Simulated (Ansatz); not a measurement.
Nudged elastic band run: CH10GeSi2

Input:

```yaml
crystal:
  periodic: [false, false, false]
  atoms:
    - { symbol: Si, position_ang: [-0.865065, 1.908659, -0.488693] }
    - { symbol: C, position_ang: [-0.242151, 0.915819, 0.996185] }
    - { symbol: Si, position_ang: [1.053043, -0.433402, 0.675828] }
    - { symbol: Ge, position_ang: [0.221555, -2.23188, -0.68452] }
    - { symbol: H, position_ang: [-1.539374, 1.011955, -1.473688] }
    - { symbol: H, position_ang: [-1.845218, 2.945306, -0.047801] }
    - { symbol: H, position_ang: [0.271591, 2.59134, -1.174551] }
    - { symbol: H, position_ang: [0.192102, 1.62609, 1.72303] }
    - { symbol: H, position_ang: [-1.11183, 0.453116, 1.495693] }
    - { symbol: H, position_ang: [2.251459, 0.159002, 0.006859] }
    - { symbol: H, position_ang: [1.50335, -1.014685, 1.978155] }
    - { symbol: H, position_ang: [-1.097678, -2.797448, -0.108605] }
    - { symbol: H, position_ang: [1.248763, -3.385172, -0.733954] }
    - { symbol: H, position_ang: [-0.053348, -1.778, -2.135036] }
basis:
  gaussian: { orbitals: def2-SVP }
hamiltonian:
  xc: b3lyp
neb:
  order_check: false
  images: 7
  f_tol: 0.5
  max_iterations: 36
  initial_path: idpp
  final_atoms:
    - { symbol: Si, position_ang: [-0.78877596, 1.93976879, -0.5027757] }
    - { symbol: C, position_ang: [-0.09770429, 0.97062415, 0.96735683] }
    - { symbol: Si, position_ang: [1.08050485, -0.47069283, 0.6003626] }
    - { symbol: Ge, position_ang: [0.02476269, -2.27164891, -0.5927819] }
    - { symbol: H, position_ang: [0.32211048, 2.51057599, -1.32034781] }
    - { symbol: H, position_ang: [-1.60968851, 1.05163518, -1.37798831] }
    - { symbol: H, position_ang: [-1.65262939, 3.06106219, -0.0272621] }
    - { symbol: H, position_ang: [0.44246912, 1.68073199, 1.61938402] }
    - { symbol: H, position_ang: [-0.94546259, 0.58652468, 1.56200186] }
    - { symbol: H, position_ang: [2.24525506, 0.01511878, -0.20099056] }
    - { symbol: H, position_ang: [1.61324505, -1.02151137, 1.88467638] }
    - { symbol: H, position_ang: [-1.25429618, -2.74091682, 0.13772137] }
    - { symbol: H, position_ang: [0.98200169, -3.47985218, -0.69394004] }
    - { symbol: H, position_ang: [-0.37459301, -1.86071966, -2.02651465] }
```

Run as:

```bash
$ ansatz run input.yaml --threads 2 --pin off --max-ram 3072MiB --backend cpu --events-out ev --progress --plain --runs-dir out
```

Output, in part (warnings, iteration lines, the closing report on the highest movable image, with atoms numbered from 0):

```
NEB end point (image 0): max|allowed force component| = 7.583e-3 eV/Å (the criterion of neb.relax_end_points is 1.000e-1)
NEB end point (image 8): max|allowed force component| = 1.202e-2 eV/Å (the criterion of neb.relax_end_points is 1.000e-1)
NEB iter   1: max|band force component| = 7.641e-1 eV/Å  barrier→ = 0.1279 eV  barrier← = 0.1279 eV  Δτ_max = 0.1539 Å  (207 SCF iters)
NEB iter   2: max|band force component| = 2.575e-1 eV/Å  barrier→ = 0.0700 eV  barrier← = 0.0700 eV  CI = image 4  Δτ_max = 0.0000 Å  (328 SCF iters)
Total energy: -73463.16052742 eV, -2699.7213542640 hartree
Atom 0 at    -0.535438     2.028874    -0.594036 Å, force    -0.036043    -0.035317     0.023207 eV/Å
Atom 1 at     0.132461     1.034257     0.871529 Å, force     0.072226    -0.137629     0.257543 eV/Å
Atom 2 at     1.046923    -0.598318     0.526725 Å, force    -0.041181     0.086619     0.045695 eV/Å
Atom 3 at    -0.362298    -2.302063    -0.410610 Å, force     0.017436     0.051540     0.010104 eV/Å
Atom 4 at    -0.280780     1.300167    -1.876066 Å, force    -0.025740     0.129365    -0.013904 eV/Å
Atom 5 at    -2.010832     2.214766    -0.432077 Å, force     0.052576     0.038003    -0.089622 eV/Å
Atom 6 at     0.127527     3.370839    -0.627040 Å, force    -0.060643    -0.079019    -0.101489 eV/Å
Atom 7 at     0.829764     1.681080     1.436047 Å, force    -0.028441    -0.053308    -0.015720 eV/Å
Atom 8 at    -0.701052     0.812419     1.564267 Å, force     0.062486     0.022057    -0.055078 eV/Å
Atom 9 at     2.195279    -0.350499    -0.397209 Å, force     0.006650    -0.011532    -0.006331 eV/Å
Atom 10 at     1.595317    -1.141496     1.808125 Å, force     0.027882     0.022416     0.001364 eV/Å
Atom 11 at    -1.622003    -2.504073     0.462970 Å, force    -0.013130     0.003160    -0.017767 eV/Å
Atom 12 at     0.388679    -3.651394    -0.466282 Å, force    -0.006967     0.015543    -0.033168 eV/Å
Atom 13 at    -0.816348    -1.923860    -1.837442 Å, force    -0.027110    -0.051899    -0.004834 eV/Å
Dipole moment:     0.013674     0.114368     0.145247 e Å
```

The forces met the threshold. The threshold of 0.5 eV/Å is loose, so the images may lie well off the minimum-energy path. The order of the stationary point at the top wasn't checked.

Final band (atoms are numbered from 1 in the order of the input):

```csv
image,path coordinate (Å),energy (eV),dihedral H7–Si1–C2–Si3 (°)
0,0.00,0.000,-58
1,0.60,0.011,-73
2,1.20,0.035,-87
3,1.80,0.060,-103
4,2.40,0.070,-118
5,3.01,0.060,-134
6,3.61,0.035,-149
7,4.21,0.011,-164
8,4.81,0.000,-178
```

Time of the run: 100 s on 2 threads of Intel(R) Xeon(R) Platinum 8259CL CPU @ 2.50GHz (Skylake/Cascade Lake) (shared host), peak memory 0.39 GiB.
